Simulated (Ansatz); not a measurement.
`[F][GeH]([AlH2])[SiH3]` + `[SiH3][GaH][SH]` → `[SiH3][S][GaH][SiH3]` + `[F][GeH2][AlH2]`  (cleavage of the Si–Ge bond)

Gas-phase electronic energies from Ansatz, PBE0-D4/def2-TZVP geometries. CCSD(T)/CBS is the MP2 limit (def2-TZVPP, def2-QZVPP) plus CCSD(T) − MP2 in def2-TZVPP, frozen cores. Functionals use def2-TZVPP. For Ga, Ge outer-core shells are correlated without core-valence functions, which leaves a few kJ/mol of doubt a bond. Scalar relativity is left out up to krypton. One conformer a species, not always the lowest.

`[F][GeH]([AlH2])[SiH3]`:

Cartesian coordinates in Å:
```
F -1.743 0.721 1.360
Ge -0.821 -0.227 0.190
Al -0.813 1.016 -1.968
Si 1.294 -0.619 1.244
H -1.580 -1.577 0.119
H -0.108 0.337 -3.217
H -1.463 2.456 -2.072
H 1.116 -1.262 2.570
H 2.096 -1.511 0.364
H 2.022 0.666 1.410
```

`[SiH3][GaH][SH]`:

Cartesian coordinates in Å:
```
Si -0.270 -0.987 -0.834
Ga -0.440 0.554 1.004
S 1.131 2.081 1.250
H 0.956 -0.724 -1.635
H -1.453 -0.863 -1.729
H -0.216 -2.390 -0.337
H -1.555 0.633 2.100
H 1.848 1.696 0.182
```

`[SiH3][S][GaH][SiH3]`:

```xyz
11

Si    2.692   -0.579   -0.026
S     1.191    0.821   -0.625
Ga   -0.586   -0.211    0.188
Si   -2.697    0.889   -0.144
H     3.997   -0.047   -0.492
H     2.724   -0.732    1.450
H     2.459   -1.911   -0.640
H    -0.302   -1.574    0.914
H    -3.334    1.170    1.172
H    -3.614    0.006   -0.918
H    -2.531    2.169   -0.880
```

`[F][GeH2][AlH2]`:

Z-matrix (Å, degrees):
```
Ge
Al 1 2.493
F 1 1.758 2 108.2
H 1 1.545 2 115.6 3 -116.7
H 1 1.546 2 115.7 3 116.7
H 2 1.583 1 120.5 3 0.2
H 2 1.587 1 118.2 3 180.0
```

| species | r2SCAN energy (Eh) |
| --- | --- |
| `[F][GeH]([AlH2])[SiH3]` | -2712.34861 |
| `[SiH3][GaH][SH]` | -2615.52866 |
| `[SiH3][S][GaH][SiH3]` | -2906.22637 |
| `[F][GeH2][AlH2]` | -2421.66464 |

(1) Work out ΔE.

Largest T1 diagnostic among the species: 0.014.

Results:

(1) ΔE = (-2906.22637) + (-2421.66464) − (-2712.34861) − (-2615.52866) = -0.01374 Eh = -36.1 kJ/mol. CCSD(T)/CBS gives -40.8 kJ/mol.

The D4 term adds −3.2 kJ/mol with B3LYP and −1.5 kJ/mol with PBE0; it sums over pairs of atoms, weighted by their polarisabilities, and B3LYP, whose exchange is more repulsive, gets the larger term. From PBE to PBE0 (25 % exact exchange), in def2-TZVPP and without D4, ΔE moves by −5.7 kJ/mol.

B3LYP here is the variant with VWN-RPA as its local correlation; programs differ in this.
